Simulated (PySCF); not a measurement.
# Vibration and rotation of SrBe⁺

ROHF-CCSD(T) constants of SrBe⁺, ²Σ⁺ (doublet), unpaired electrons σ ↑ (basis Sr def2-SVP with ECP28, Be def2-SVP; scalar-relativistic core potentials; PySCF 2.14; masses 87.9056 and 9.0122 u):

- ωe: 144.1 cm⁻¹
- ωexe: 3.96 cm⁻¹
- Be: 0.16768 cm⁻¹
- αe: 0.00418 cm⁻¹
- De to Sr⁺ + Be: 0.216 eV

What force constant and bond length do these constants imply?

Reduced mass μred = 8.1742 u; k = 5.8918×10⁻⁷·μred·ωe² (u, cm⁻¹, mdyn/Å) = 0.100 mdyn/Å; Re = √(16.8576/(μred·Be)) (u, cm⁻¹, Å) = 3.507 Å.

Estimate the centrifugal constant D from the Kratzer relation and find the Dunham coefficient a1.

D = 4Be³/ωe² = 9.08e-07 cm⁻¹; a1 = −1 − αeωe/(6Be²) = -4.57.

Correlated steps freeze no core orbitals. The bond is weak. Basis-set superposition, not corrected here, can be much of De in a small basis, most of all at correlated wavefunction levels. Spin–orbit coupling is left out. For an ion De counts to the pair picked by the measured ionisation energies or electron affinities, which need not be the lowest pair at this level. The state is the lowest determinant that a PBE0 search found; another state may lie lower at other levels.
